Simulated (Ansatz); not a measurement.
`O[Si](Cl)(Cl)O[SiH3]` + `[SiH3]P` → `[SiH3]P[SiH3]` + `O[Si](O)(Cl)Cl`  (ligand exchange at the Si–O bond)

Computed with Ansatz on PBE0-D4/def2-TZVP structures; ΔE is electronic, products minus reactants. CCSD(T)/CBS is the MP2 limit (def2-TZVPP, def2-QZVPP) plus CCSD(T) − MP2 in def2-TZVPP, frozen cores. This one scheme is used for every species. DFT in def2-TZVPP. Each species was taken in one conformer, which may not be the lowest.

CCSD(T)/CBS gives +0.80 eV.

Task: Another level gave +0.82 eV. Which?
A. SCS-MP2/def2-TZVPP
B. PBE0/def2-TZVPP
C. CCSD(T)/def2-TZVPP
D. r2SCAN/def2-TZVPP

Result: C. CCSD(T)/def2-TZVPP 0.82, SCS-MP2/def2-TZVPP 0.89, PBE0 0.65, r2SCAN 0.73 eV.

Largest T1 diagnostic among the species: 0.013.

In def2-TZVPP, CCSD(T) changes the Hartree–Fock value by −0.28 eV (the triples alone add −0.05 eV) and MP2 by −0.29 eV. From PBE to PBE0 (25 % exact exchange), in def2-TZVPP and without D4, ΔE moves by +0.07 eV.
